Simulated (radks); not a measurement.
Values are calculated unless marked as measured or tabulated.
Os, configuration [Xe] 4f14 5d6 6s2 (the NIST ground configuration).

Level of theory: scalar-relativistic Kohn-Sham, exchange-only LDA, spin-polarised, spherical densities, point nucleus; open shells are filled with parallel spins first (spin-orbit coupling, left out, can overturn this in heavy ions) (a radial shooting solver on a logarithmic mesh with Libxc functionals).

Energy parts (eV):
part                   energy
total              -469022.00
kinetic             520022.48
electron-nucleus  -1163132.53
Hartree             182809.01
exchange             -8720.95

Orbitals (lengths in bohr, moments of r in powers of bohr; r(max) is where P^2 peaks):
orbital,occ.,eigenvalue (eV),<r^4>,r(max),<r>
1s up,1,-73816.81,5.128e-07,0.01103,0.01774
1s down,1,-73816.80,5.128e-07,0.01103,0.01774
2s up,1,-12855.36,0.00007636,0.06343,0.07493
2s down,1,-12855.16,0.00007636,0.06343,0.07493
2p up,3,-11197.07,0.00006069,0.05220,0.06730
2p down,3,-11196.90,0.00006069,0.05220,0.06730
3s up,1,-2989.751,0.002791,0.1789,0.1940
3s down,1,-2989.658,0.002791,0.1789,0.1940
3p up,3,-2502.968,0.003025,0.1775,0.1947
3p down,3,-2502.868,0.003025,0.1775,0.1947
3d up,5,-1958.447,0.002330,0.1444,0.1763
3d down,5,-1958.296,0.002330,0.1444,0.1763
4s up,1,-628.9605,0.06439,0.4049,0.4321
4s down,1,-628.7486,0.06436,0.4049,0.4321
4p up,3,-469.2647,0.08603,0.4253,0.4598
4p down,3,-469.0484,0.08592,0.4253,0.4597
4d up,5,-271.0686,0.1235,0.4346,0.4895
4d down,5,-270.8016,0.1230,0.4347,0.4892
4f up,7,-50.7889,0.3314,0.4050,0.5585
4f down,7,-50.3237,0.3179,0.4048,0.5554
5s up,1,-91.2054,1.912,0.9142,1.008
5s down,1,-89.2866,1.866,0.9109,1.002
5p up,3,-50.6948,3.742,1.033,1.174
5p down,3,-48.2685,3.654,1.027,1.165
5d up,5,-6.3946,31.09,1.366,1.804
5d down,1,-3.6506,48.75,1.357,1.905
6s up,1,-6.0797,155.1,2.440,2.919
6s down,1,-4.4457,239.9,2.566,3.191

The highest occupied level is 5d down at -3.651 eV. Spin moment in Bohr magnetons: 4.
